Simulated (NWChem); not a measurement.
System: C2HCl2, doublet; SMILES Cl/[C]=C/Cl

Here is an NWChem input.

```
start job
memory heap 200 mb stack 900 mb global 1100 mb
geometry units angstroms noautosym nocenter noautoz
  Cl    -0.001999    -2.159015     0.000000
  C     -0.275939    -0.517056     0.000000
  C      0.504441     0.547465     0.000000
  Cl    -0.123385     2.154433     0.000000
  H      1.599177     0.486101     0.000000
end
basis spherical
  Cl library 6-31g*
  C library 6-31g*
  H library 6-31g*
end
dft
  odft
  mult 2
  xc b3lyp
  iterations 150
end
cosmo
  do_cosmo_smd true
  solvent dioxane
end
task dft energy
```

Parts of the log:

```
             Northwest Computational Chemistry Package (NWChem) 7.3.0
             --------------------------------------------------------

                             Geometry "geometry" -> ""
                             -------------------------

 Output coordinates in angstroms (scale by  1.889725989 to convert to a.u.)

  No.       Tag          Charge          X              Y              Z
 ---- ---------------- ---------- -------------- -------------- --------------
    1 Cl                  17.0000    -0.00199900    -2.15901500     0.00000000
    2 C                    6.0000    -0.27593900    -0.51705600     0.00000000
    3 C                    6.0000     0.50444100     0.54746500     0.00000000
    4 Cl                  17.0000    -0.12338500     2.15443300     0.00000000
    5 H                    1.0000     1.59917700     0.48610100     0.00000000

 Effective nuclear repulsion energy (a.u.)     164.4086161645

                                 NWChem DFT Module
                                 -----------------

 Summary of "ao basis" -> "ao basis" (spherical)
 ------------------------------------------------------------------------------
       Tag                 Description            Shells   Functions and Types
 ---------------- ------------------------------  ------  ---------------------
 Cl                          6-31g*                  8       18   4s3p1d
 C                           6-31g*                  6       14   3s2p1d
 H                           6-31g*                  2        2   2s

 in cosmo_initialize ...
 calling solv_data for solv:dioxane

 solvent parameters
 solvname_short: dioxane
 solvname_long:  1,4-dioxane
 dielec:        2.2099
 dielecinf:     2.0232
 nonaqueous SMD model solvent descriptors
 dielec:        2.2099
 sola:          0.0000
 solb:          0.6400
 solc:          0.0000
 solg:         47.1400
 solh:          0.0000
 soln:          1.4224

          ---------------
          -cosmo- solvent
          ---------------
 Cosmo: York-Karplus, doi: 10.1021/jp992097l
 dielectric constant -eps-     =   2.21
 screen = (eps-1)/(eps    )    =   0.54749
 surface charge correction     = lagrangian

   van der Waals surface
 --------------------------

 ---------- ATOMIC COORDINATES (A.U.) ------------ VDWR(ANG.) --
     1   -0.00377756   -4.07994676    0.00000000     2.380
     2   -0.52144910   -0.97709416    0.00000000     1.850
     3    0.95325527    1.03455884    0.00000000     1.850
     4   -0.23316384    4.07128803    0.00000000     2.380
     5    3.02200634    0.91859769    0.00000000     1.200
 number of segments per atom =        128
 number of   points per atom =        128
 atom (   nspa,  nppa )
 ----------------------
    1 (    106,     0 )       0
    2 (     40,     0 )       0
    3 (     32,     0 )       0
    4 (    104,     0 )       0
    5 (     52,     0 )       0
 number of -cosmo- surface points =      334
 molecular surface =    135.663 angstrom**2
 molecular volume  =    121.464 angstrom**3
 -lineq- algorithm             =   0
 -bem- low  level              =   3
 -bem- from -octahedral-
 gaussian surface charge width =   4.50000
 degree of switching           =   1.00000
 switching function tolerance  =   0.00010
 atomic radii =
 --------------
    1 17.000  2.380
    2  6.000  1.850
    3  6.000  1.850
    4 17.000  2.380
    5  1.000  1.200
 ...... end of -cosmo- initialization ......

 nat:                     5
 ixmem:                  1509
 calling mnsol_interface()
 G(SMD-CDS) energy (kcal/mol)  =     0.006
 SMD-CDS SASA (angstrom**2)    =   123.832

            General Information
            -------------------
          SCF calculation type: DFT
          Wavefunction type:  spin polarized.
          No. of atoms     :     5
          No. of electrons :    47
           Alpha electrons :    24
            Beta electrons :    23
          Charge           :     0
          Spin multiplicity:     2
          Use of symmetry is: off; symmetry adaption is: off
          Maximum number of iterations: 150
          AO basis - number of functions:    66
                     number of shells:    30
          Convergence on energy requested:  1.00D-06
          Convergence on density requested:  1.00D-05
          Convergence on gradient requested:  5.00D-04

              XC Information
              --------------
                         B3LYP Method XC Potential
                     Hartree-Fock (Exact) Exchange  0.200
                        Slater Exchange Functional  0.800 local
                    Becke 1988 Exchange Functional  0.720 non-local
              Lee-Yang-Parr Correlation Functional  0.810
                  VWN I RPA Correlation Functional  0.190 local

             Grid Information
             ----------------
          Grid used for XC integration:  medium
          Radial quadrature: Mura-Knowles
          Angular quadrature: Lebedev.
          Tag              B.-S. Rad. Rad. Pts. Rad. Cut. Ang. Pts.
          ---              ---------- --------- --------- ---------
          Cl                  1.00       88          11.0       590
          C                   0.70       49           8.0       434
          H                   0.35       45           9.0       434
          Grid pruning is: on
          Number of quadrature shells:   319
          Spatial weights used:  Erf1

      Superposition of Atomic Density Guess
      -------------------------------------

 Sum of atomic energies:        -994.71990627

      Non-variational initial energy
      ------------------------------

 Total energy =    -996.096011
 1-e energy   =   -1698.923553
 2-e energy   =     538.418926
 HOMO         =      -0.153659
 LUMO         =       0.062056

[...]

                                COSMO-SMD solvation results
                                ---------------------------

             internal energy in gas <Psi(g)|H|Psi(g)> =      -997.085158541344
         internal energy in solvent <Psi(s)|H|Psi(s)> =      -997.085011610943
                               delta internal energy  =         0.000146930401 (    0.09 kcal/mol)
   total free energy in solvent <Psi(s)|H+V/2|Psi(s)> =      -997.086750190973
 polarization energy contribution <Psi(s)|V/2|Psi(s)> =        -0.001738580031 (   -1.09 kcal/mol)
    total free energy in solvent including G(SMD-CDS) =      -997.086740919544
                       G(SMD-CDS) energy contribution =         0.000009271429 (    0.01 kcal/mol)
     1 M fixed-concentration free energy of solvation =        -0.001582378201 (   -0.99 kcal/mol)

                    DFT Final Alpha Molecular Orbital Analysis
                    ------------------------------------------

 Vector   22  Occ=1.000000D+00  E=-3.249301D-01
              MO Center= -5.3D-02,  2.0D+00,  1.7D-10, r^2= 1.6D+00
   Bfn.  Coefficient  Atom+Function         Bfn.  Coefficient  Atom+Function
  ----- ------------  ---------------      ----- ------------  ---------------
    53      0.679515  4 Cl px                57      0.359369  4 Cl px
    49     -0.264164  4 Cl px                54      0.242759  4 Cl py
    24      0.172652  2 C  s                 58      0.134735  4 Cl py
    66     -0.117936  5 H  s                 35     -0.102148  3 C  px
    65     -0.100895  5 H  s                 50     -0.094089  4 Cl py

 Vector   23  Occ=1.000000D+00  E=-2.619806D-01
              MO Center= -2.6D-01, -8.5D-01, -5.2D-08, r^2= 2.3D+00
   Bfn.  Coefficient  Atom+Function         Bfn.  Coefficient  Atom+Function
  ----- ------------  ---------------      ----- ------------  ---------------
    21      0.493689  2 C  px                 7     -0.429417  1 Cl px
    25      0.360645  2 C  px                24     -0.330451  2 C  s
    11     -0.275882  1 Cl px                 3      0.162356  1 Cl px
    66     -0.159964  5 H  s                 20     -0.127772  2 C  s
    54     -0.126536  4 Cl py                35     -0.123960  3 C  px

 Vector   24  Occ=1.000000D+00  E=-2.607307D-01
              MO Center=  9.2D-03,  1.1D-01,  4.8D-08, r^2= 3.6D+00
   Bfn.  Coefficient  Atom+Function         Bfn.  Coefficient  Atom+Function
  ----- ------------  ---------------      ----- ------------  ---------------
    55      0.403554  4 Cl pz                 9      0.362997  1 Cl pz
    23     -0.355543  2 C  pz                37     -0.313001  3 C  pz
    59      0.247770  4 Cl pz                27     -0.243142  2 C  pz
    13      0.224605  1 Cl pz                41     -0.217537  3 C  pz
    51     -0.154756  4 Cl pz                 5     -0.137589  1 Cl pz

 Vector   25  Occ=0.000000D+00  E=-1.132997D-02
              MO Center=  1.2D-01,  3.4D-02, -1.6D-08, r^2= 2.4D+00
   Bfn.  Coefficient  Atom+Function         Bfn.  Coefficient  Atom+Function
  ----- ------------  ---------------      ----- ------------  ---------------
    41     -0.634634  3 C  pz                27      0.602367  2 C  pz
    23      0.446236  2 C  pz                37     -0.448294  3 C  pz
    13     -0.210850  1 Cl pz                59      0.198578  4 Cl pz
     9     -0.171933  1 Cl pz                55      0.169850  4 Cl pz
    15      0.075018  1 Cl d -1               5      0.063709  1 Cl pz

 Vector   26  Occ=0.000000D+00  E= 6.010507D-03
              MO Center= -1.1D-02, -5.8D-02,  2.0D-08, r^2= 5.1D+00
   Bfn.  Coefficient  Atom+Function         Bfn.  Coefficient  Atom+Function
  ----- ------------  ---------------      ----- ------------  ---------------
    24      0.849153  2 C  s                 38     -0.733056  3 C  s
    12     -0.689157  1 Cl py                58     -0.637903  4 Cl py
    10     -0.497988  1 Cl s                 56      0.482333  4 Cl s
    26     -0.417108  2 C  py                40     -0.411458  3 C  py
     8     -0.378090  1 Cl py                54     -0.353958  4 Cl py

 Vector   27  Occ=0.000000D+00  E= 6.742366D-02
              MO Center=  4.2D-01,  1.5D-01,  3.5D-10, r^2= 5.3D+00
   Bfn.  Coefficient  Atom+Function         Bfn.  Coefficient  Atom+Function
  ----- ------------  ---------------      ----- ------------  ---------------
    38      1.213354  3 C  s                 24      1.003168  2 C  s
    66     -0.825483  5 H  s                 12     -0.787206  1 Cl py
    10     -0.748970  1 Cl s                 40      0.707340  3 C  py
    56     -0.655682  4 Cl s                 58      0.641239  4 Cl py
    26     -0.587080  2 C  py                57     -0.377908  4 Cl px

                     DFT Final Beta Molecular Orbital Analysis
                     -----------------------------------------

 Vector   21  Occ=1.000000D+00  E=-3.623508D-01
              MO Center= -1.4D-02,  5.2D-01,  1.7D-09, r^2= 4.9D+00
   Bfn.  Coefficient  Atom+Function         Bfn.  Coefficient  Atom+Function
  ----- ------------  ---------------      ----- ------------  ---------------
    55      0.541440  4 Cl pz                 9     -0.436188  1 Cl pz
    59      0.272594  4 Cl pz                13     -0.219520  1 Cl pz
    51     -0.212217  4 Cl pz                37      0.179344  3 C  pz
     5      0.169278  1 Cl pz                41      0.127166  3 C  pz
    27     -0.027938  2 C  pz

 Vector   22  Occ=1.000000D+00  E=-3.234005D-01
              MO Center= -4.1D-02,  2.0D+00,  2.3D-10, r^2= 1.6D+00
   Bfn.  Coefficient  Atom+Function         Bfn.  Coefficient  Atom+Function
  ----- ------------  ---------------      ----- ------------  ---------------
    53      0.677046  4 Cl px                57      0.359940  4 Cl px
    49     -0.263199  4 Cl px                54      0.239819  4 Cl py
    24      0.156904  2 C  s                 58      0.136606  4 Cl py
    66     -0.120785  5 H  s                 35     -0.119168  3 C  px
    65     -0.106197  5 H  s                 50     -0.092988  4 Cl py

 Vector   23  Occ=1.000000D+00  E=-2.546579D-01
              MO Center=  5.8D-02,  3.0D-01, -5.0D-09, r^2= 3.4D+00
   Bfn.  Coefficient  Atom+Function         Bfn.  Coefficient  Atom+Function
  ----- ------------  ---------------      ----- ------------  ---------------
    55      0.416875  4 Cl pz                37     -0.359750  3 C  pz
     9      0.326414  1 Cl pz                23     -0.314155  2 C  pz
    41     -0.264683  3 C  pz                59      0.262336  4 Cl pz
    27     -0.207661  2 C  pz                13      0.199794  1 Cl pz
    51     -0.159645  4 Cl pz                 5     -0.123677  1 Cl pz

 Vector   24  Occ=0.000000D+00  E=-1.120368D-01
              MO Center= -3.7D-01, -5.7D-01, -3.3D-09, r^2= 2.1D+00
   Bfn.  Coefficient  Atom+Function         Bfn.  Coefficient  Atom+Function
  ----- ------------  ---------------      ----- ------------  ---------------
    21      0.466109  2 C  px                25      0.452360  2 C  px
    24     -0.369787  2 C  s                  7     -0.297596  1 Cl px
    11     -0.240386  1 Cl px                66     -0.237634  5 H  s
    54     -0.169327  4 Cl py                36     -0.140708  3 C  py
    20     -0.126047  2 C  s                  8      0.123117  1 Cl py

 Vector   25  Occ=0.000000D+00  E= 2.193226D-03
              MO Center=  5.8D-02, -1.1D-01, -1.9D-08, r^2= 2.4D+00
   Bfn.  Coefficient  Atom+Function         Bfn.  Coefficient  Atom+Function
  ----- ------------  ---------------      ----- ------------  ---------------
    27      0.645264  2 C  pz                41     -0.604375  3 C  pz
    23      0.469644  2 C  pz                37     -0.416879  3 C  pz
    13     -0.224432  1 Cl pz                 9     -0.188254  1 Cl pz
    59      0.182054  4 Cl pz                55      0.147529  4 Cl pz
    15      0.083898  1 Cl d -1               5      0.069445  1 Cl pz

 Vector   26  Occ=0.000000D+00  E= 1.454681D-02
              MO Center= -7.7D-03,  2.0D-01,  2.5D-08, r^2= 5.2D+00
   Bfn.  Coefficient  Atom+Function         Bfn.  Coefficient  Atom+Function
  ----- ------------  ---------------      ----- ------------  ---------------
    38     -0.877088  3 C  s                 24      0.817047  2 C  s
    58     -0.701172  4 Cl py                12     -0.626156  1 Cl py
    56      0.548548  4 Cl s                 40     -0.463565  3 C  py
    10     -0.432150  1 Cl s                 54     -0.360390  4 Cl py
     8     -0.346969  1 Cl py                26     -0.345589  2 C  py

   alpha - beta orbital overlaps
   -----------------------------

   alpha      1      2      3      4      5      6      7      8      9     10
    beta      1      2      4      3      5      6      7      9      8     10
 overlap   1.000  1.000  0.720  0.720  1.000  1.000  0.985  0.985  1.000  1.000

   alpha     11     12     13     14     15     16     17     18     19     20
    beta     11     12     13     14     15     16     17     18     19     20
 overlap   1.000  1.000  0.997  0.998  0.997  0.989  0.999  0.976  0.996  0.973

   alpha     21     22     23     24     25     26     27     28     29     30
    beta     21     22     24     23     25     26     27     28     29     30
 overlap   0.998  0.998  0.969  0.996  0.995  0.993  0.994  0.998  0.997  0.997

   alpha     31     32     33     34     35     36     37     38     39     40
    beta     31     32     33     34     35     36     37     38     39     41
 overlap   0.993  0.997  1.000  0.994  0.970  1.000  0.961  0.965  0.987  0.970

[...]
```

Level: B3LYP/6-31G* (spherical d), spin-unrestricted, SMD on the gas-phase geometry. In the optimisation the excess spin sits in a' (Cs, its own frame). Geometry: optimised at PBE0/def2-SVP, spin-unrestricted. No stability test was run on the SCF state. Solvent: 1,4-dioxane.
